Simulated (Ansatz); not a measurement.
Born–Oppenheimer molecular dynamics of AlH$_{8}$NOSi (12 atoms, charge 0, multiplicity 1). It starts at the highest image of a converged band. Of that band: The profile has 3 maxima (images 2, 4, 6) with wells between them (images 3, 5): this band takes more than one step, which may be the mechanism or a detour left from its start path. Neighbouring images differ by up to 1.2 eV, so the band resolves the path poorly. A vibrational analysis at the climbing image gives one clearly imaginary mode, 1678i cm⁻¹: a first-order saddle point.

Computed with Ansatz 0.2.0, RHF/6-31G*.

```yaml
ensemble: NVE (velocity Verlet)
time_step: 0.5 fs
steps_asked: 200
starting_velocities_drawn_for: 100 K
seed: 6145
```

First frame:

```xyz
12
Properties=species:S:1:pos:R:3
Al -0.024 0.141 0.034
O -0.382 0.287 1.887
H -1.247 0.194 2.264
H 1.260 -0.738 -0.262
H -1.378 -0.010 -0.784
N 0.401 2.008 0.462
H 1.390 2.175 0.539
Si -0.470 3.416 -0.102
H -0.262 3.670 -1.541
H -1.905 3.184 0.143
H -0.036 4.618 0.640
H -0.059 1.372 1.562
```

(1) How far do the bonds stretch over the last three quarters of this one trajectory? (Pairs bonded in most of those frames.)

## Answers

(1) 
```
   bond  mean (Å)  spread (Å)  shortest  longest
 Al1–O2     2.196       0.100      1.96     2.28
 Al1–H4     1.591       0.011      1.57     1.61
 Al1–H5     1.597       0.019      1.57     1.62
 Al1–N6     1.839       0.048      1.76     1.95
  O2–H3     0.952       0.022      0.91     1.00
 O2–H12     0.961       0.042      0.90     1.04
  N6–H7     1.005       0.003      1.00     1.01
 N6–Si8     1.724       0.027      1.69     1.78
 Si8–H9     1.482       0.002      1.48     1.49
Si8–H10     1.479       0.007      1.47     1.49
Si8–H11     1.484       0.009      1.47     1.50
```

Mean temperature of the second half: 294 K. The conserved energy stayed within 0.23 meV per atom of its start (net change -0.043 meV per atom), so the integration is sound. The kinetic energy rose, since the run started high on the potential surface and went downhill. A run of 0.1 ps of so small a system gives no equilibrium averages. The orbitals stay closed-shell, which can raise the energy where a bond breaks towards radicals; this wasn't checked here.

Time of the run: 5.5 min on 1 thread of Arm Neoverse V2 (shared host), peak memory 0.15 GiB.
